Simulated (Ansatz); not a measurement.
Basis sets compared for SbH₂I. Charge 0, multiplicity 1. Geometry r2SCAN-D4/def2-TZVP. Ansatz on 4 threads of Arm Neoverse V2 on a shared host; times are rough, and most runs start from earlier orbitals.

```xyz
4

Sb   -0.0943   -0.7517    0.4246
H     0.8018   -0.8167   -1.0337
H     1.0532    0.3420    1.0734
I    -1.7608    1.2264   -0.4643
```

In the def2 sets I, Sb take a core potential; there is no spin–orbit coupling.

Binding counts from free atoms (Sb quartet, H doublet, I doublet) in the same basis, without a counterpoise term.

```json
{"level": "PBE-D4/def2-SVP", "functions": "62", "energy (Eh)": "-539.1487", "HOMO (eV)": "-5.99", "LUMO (eV)": "-2.78", "binding per atom (eV)": "2.00", "wall time": "0.35 s"}
{"level": "PBE0-D4/def2-SVP", "functions": "62", "energy (Eh)": "-539.1878", "HOMO (eV)": "-7.10", "LUMO (eV)": "-2.08", "binding per atom (eV)": "1.94", "wall time": "0.55 s"}
```

Estimate the rows for PBE-D4/def2-TZVP, PBE0-D4/def2-TZVP.


```json
{"level": "PBE-D4/def2-TZVP", "functions": "112", "energy (Eh)": "-539.1704", "HOMO (eV)": "-6.12", "LUMO (eV)": "-2.85", "binding per atom (eV)": "2.03", "wall time": "0.5 s"}
{"level": "PBE0-D4/def2-TZVP", "functions": "112", "energy (Eh)": "-539.2079", "HOMO (eV)": "-7.18", "LUMO (eV)": "-2.13", "binding per atom (eV)": "1.97", "wall time": "0.9 s"}
```
